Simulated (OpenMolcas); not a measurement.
CH2FNOSn: a line through the functionals

CH2FNOSn: 7 atoms, total charge 0, spin state singlet. SMILES: `O=C=[N][SnH2][F]`. The coordinates come from a PBE0-D4/def2-TZVP relaxation. This is one conformer, not always the lowest.

The HOMO–LUMO gap y, in eV, basis def2-SVP with a core potential; a is the functional's share of exact exchange. Programs: OpenMolcas 26.06.

| functional | program | a | y (eV) |
| --- | --- | --- | --- |
| revPBE | OpenMolcas | 0 | 5.38 |
| TPSS | OpenMolcas | 0 | 5.57 |
| B3LYP | OpenMolcas | 0.2 | 7.16 |
| PBE0 | OpenMolcas | 0.25 | ? |
| BHLYP | OpenMolcas | 0.5 | 9.98 |

**Question.** Fit y = c + s·a to the known rows and predict PBE0.

**Answer.** 
1. Means of the 4 rows: a = 0.1750, y = 7.022.
2. Σ(Δa)² = 0.1675, Σ(Δa·Δy) = 1.5063, so the slope is 1.5063/0.1675 = 8.9928.
3. Intercept: 7.022 − (8.9928) × 0.1750 = 5.448. The largest residual of the fit is 0.12.
4. PBE0: 5.448 + (8.9928) × 0.25 = 7.70 eV.

The run gave 7.76 eV, so the prediction is off by -0.06 eV, within the largest residual. Exact exchange lowers occupied levels and raises empty ones. The rows mix families of semi-local functionals, which the line can't see.
